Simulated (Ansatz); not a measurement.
Born–Oppenheimer molecular dynamics of GeH₄O₂ (7 atoms, charge 0, multiplicity 1). It starts from a relaxed structure.

Method: RKS PBE0/def2-SVP in Ansatz 0.2.0.

* ensemble: NVT, Langevin thermostat
* time step: 0.5 fs
* steps asked: 150
* set temperature: 50 K
* friction: 0.005 /fs
* seed: 325392

Frames 2.5 fs apart, positions in Å, forces in eV/Å.

Velocities at 35 fs (Å/ps):

```
Ge 0.66 0.18 0.45
O 0.29 -1.67 1.56
H 1.01 0.23 -3.30
O -0.77 2.02 -0.01
H -0.43 -1.67 8.24
H 4.83 -0.50 9.28
H -7.40 5.30 -1.07
```

```xyz
7
Properties=species:S:1:pos:R:3:forces:R:3 time_fs=35 energy_less_start_eV=0.025 T=28
Ge -0.122 0.055 -0.092 -0.03 0.05 -0.53
O -0.197 0.100 1.674 -0.23 -0.48 0.36
H -0.501 -0.726 2.084 0.16 0.37 -0.20
O 1.556 -0.093 -0.638 0.24 0.02 0.08
H 2.040 -0.825 -0.241 -0.08 0.06 -0.03
H -0.566 1.438 -0.599 0.02 -0.20 0.05
H -0.891 -1.159 -0.692 -0.08 0.17 0.27
7
Properties=species:S:1:pos:R:3:forces:R:3 time_fs=37.5 energy_less_start_eV=0.021 T=31
Ge -0.120 0.055 -0.091 -0.05 -0.01 -0.31
O -0.196 0.096 1.679 0.05 0.19 -0.09
H -0.494 -0.721 2.075 -0.10 -0.34 0.18
O 1.555 -0.088 -0.639 0.44 -0.32 0.24
H 2.032 -0.824 -0.223 -0.20 0.32 -0.21
H -0.555 1.433 -0.575 -0.07 0.06 -0.06
H -0.909 -1.142 -0.689 -0.07 0.10 0.24
7
Properties=species:S:1:pos:R:3:forces:R:3 time_fs=40 energy_less_start_eV=0.019 T=32
Ge -0.119 0.055 -0.091 -0.05 -0.03 -0.05
O -0.196 0.092 1.683 0.02 0.02 -0.08
H -0.493 -0.731 2.074 -0.04 -0.19 0.11
O 1.555 -0.084 -0.639 0.11 0.08 -0.01
H 2.012 -0.812 -0.214 0.19 -0.17 0.04
H -0.544 1.427 -0.553 -0.16 0.31 -0.17
H -0.931 -1.122 -0.673 -0.08 -0.02 0.16
7
Properties=species:S:1:pos:R:3:forces:R:3 time_fs=42.5 energy_less_start_eV=0.019 T=32
Ge -0.118 0.056 -0.091 -0.14 0.18 0.12
O -0.195 0.089 1.686 -0.14 -0.54 0.16
H -0.492 -0.749 2.075 0.16 0.37 -0.16
O 1.554 -0.080 -0.639 0.10 0.02 -0.02
H 2.002 -0.810 -0.208 0.24 -0.18 0.03
H -0.541 1.434 -0.538 -0.14 0.28 -0.18
H -0.958 -1.104 -0.646 -0.08 -0.14 0.05
7
Properties=species:S:1:pos:R:3:forces:R:3 time_fs=45 energy_less_start_eV=0.017 T=36
Ge -0.117 0.056 -0.091 -0.32 0.60 0.21
O -0.195 0.085 1.690 0.09 -0.01 -0.16
H -0.482 -0.748 2.070 -0.03 -0.14 0.08
O 1.554 -0.075 -0.641 0.41 -0.57 0.28
H 2.005 -0.818 -0.202 -0.09 0.37 -0.29
H -0.547 1.457 -0.535 -0.02 -0.08 -0.09
H -0.989 -1.092 -0.615 -0.04 -0.17 -0.04
7
Properties=species:S:1:pos:R:3:forces:R:3 time_fs=47.5 energy_less_start_eV=0.023 T=29
Ge -0.117 0.057 -0.091 -0.51 0.79 0.24
O -0.194 0.081 1.693 0.20 0.24 -0.34
H -0.474 -0.751 2.070 -0.11 -0.36 0.16
O 1.556 -0.073 -0.642 0.17 -0.33 0.12
H 2.006 -0.811 -0.210 0.05 0.12 -0.13
H -0.553 1.478 -0.535 0.09 -0.40 0.00
H -1.023 -1.090 -0.587 0.11 -0.06 -0.06
7
Properties=species:S:1:pos:R:3:forces:R:3 time_fs=50 energy_less_start_eV=0.030 T=22
Ge -0.117 0.059 -0.091 -0.56 0.63 0.33
O -0.192 0.078 1.697 0.01 -0.36 -0.09
H -0.472 -0.768 2.077 0.11 0.29 -0.16
O 1.559 -0.071 -0.644 -0.22 0.11 -0.13
H 2.012 -0.804 -0.229 0.29 -0.32 0.13
H -0.559 1.479 -0.536 0.12 -0.41 0.00
H -1.050 -1.093 -0.563 0.25 0.06 -0.07
7
Properties=species:S:1:pos:R:3:forces:R:3 time_fs=52.5 energy_less_start_eV=0.025 T=26
Ge -0.118 0.060 -0.091 -0.42 0.24 0.50
O -0.189 0.074 1.699 0.09 -0.13 -0.22
H -0.466 -0.769 2.076 0.04 0.09 -0.07
O 1.560 -0.069 -0.646 0.04 -0.33 0.10
H 2.032 -0.811 -0.242 -0.07 0.16 -0.11
H -0.560 1.458 -0.535 0.04 -0.10 -0.08
H -1.061 -1.092 -0.545 0.29 0.07 -0.10
7
Properties=species:S:1:pos:R:3:forces:R:3 time_fs=55 energy_less_start_eV=0.030 T=19
Ge -0.119 0.061 -0.090 -0.14 -0.15 0.68
O -0.186 0.071 1.702 0.31 0.59 -0.58
H -0.454 -0.764 2.069 -0.18 -0.60 0.24
O 1.561 -0.067 -0.647 0.04 -0.36 0.12
H 2.048 -0.808 -0.256 -0.18 0.23 -0.13
H -0.560 1.432 -0.540 -0.07 0.30 -0.19
H -1.056 -1.092 -0.532 0.23 -0.01 -0.14
7
Properties=species:S:1:pos:R:3:forces:R:3 time_fs=57.5 energy_less_start_eV=0.025 T=28
Ge -0.120 0.063 -0.090 0.08 -0.24 0.67
O -0.182 0.069 1.702 0.04 -0.15 -0.22
H -0.448 -0.785 2.070 0.06 0.18 -0.10
O 1.563 -0.065 -0.648 -0.36 0.20 -0.14
H 2.055 -0.798 -0.278 0.13 -0.28 0.15
H -0.568 1.422 -0.554 -0.09 0.39 -0.18
H -1.039 -1.093 -0.531 0.13 -0.11 -0.17
7
Properties=species:S:1:pos:R:3:forces:R:3 time_fs=60 energy_less_start_eV=0.017 T=38
Ge -0.121 0.065 -0.088 0.15 0.03 0.46
O -0.179 0.066 1.702 -0.08 -0.45 -0.06
H -0.441 -0.799 2.064 0.16 0.50 -0.23
O 1.563 -0.063 -0.649 -0.27 0.13 -0.08
H 2.067 -0.800 -0.297 -0.02 -0.13 0.10
H -0.580 1.432 -0.577 0.02 0.09 -0.03
H -1.015 -1.098 -0.545 0.04 -0.16 -0.16
7
Properties=species:S:1:pos:R:3:forces:R:3 time_fs=62.5 energy_less_start_eV=0.017 T=38
Ge -0.122 0.068 -0.087 0.18 0.28 0.18
O -0.176 0.062 1.701 0.17 0.53 -0.49
H -0.425 -0.789 2.049 -0.14 -0.48 0.21
O 1.562 -0.061 -0.651 -0.01 -0.19 0.10
H 2.076 -0.811 -0.313 -0.32 0.26 -0.06
H -0.591 1.448 -0.600 0.13 -0.27 0.15
H -0.987 -1.109 -0.568 -0.01 -0.12 -0.09
```

Of the whole run (75 fs, mean temperature of the second half 32 K): The mean temperature of the second half is 36 % below the set value. A run of 0.075 ps of so small a system gives no equilibrium averages.

Time of the run: 10 min on 1 thread of Arm Neoverse N1, with other jobs on the host, peak memory 0.15 GiB.
